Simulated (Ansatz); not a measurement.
Question: Name a neutral molecule of Al, C, Cl, O and H with HOMO energy (PBE0/def2-TZVPP) between -7.05 and -6.75 eV and size of the dipole moment (ωB97M-V/def2-TZVPP) between 1.85 and 2.15 D (Ansatz, PBE0-D4/def2-TZVP geometry).

Answer: `[Cl][Al]1[CH2][O]1` (-6.85 eV, 2.03 D). Other molecules can fit too; these were computed, each in one conformer that needn't be the lowest.
